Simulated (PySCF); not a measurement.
Computed shifts of a molecule CH6ClNSi, PBE/pcSseg-1 (PySCF), GIAO, gas phase, atoms alike by connectivity averaged where their shifts nearly agree, in ppm (number of nuclei): ²⁹Si: 3.5 (1). ¹³C: 4.5 (1). ¹⁵N: 46.7 (1). ¹H: 5.65 (1), 1.38 (1), 1.16 (1), 0.72 (3). References: ²⁹Si against TMS (σ = 335.4 ppm); ¹³C against TMS (σ = 182.0 ppm); ¹⁵N against NH3 (σ = 267.0 ppm); ³⁵Cl against HCl (σ = 936.5 ppm); ¹H against TMS (σ = 31.49 ppm), references at their B3LYP-D3(BJ)/def2-TZVP geometries, non-relativistic (without spin–orbit terms, shifts of atoms bonded to Cl or Br come out too high). Geometry optimised at B3LYP-D3(BJ)/def2-SVP. Other conformers were not sampled.

Question: Which structure fits?
A. C[SiH](N)Cl
B. NC[SiH2]Cl
C. CN[SiH2]Cl

Answer: A, C[SiH](N)Cl
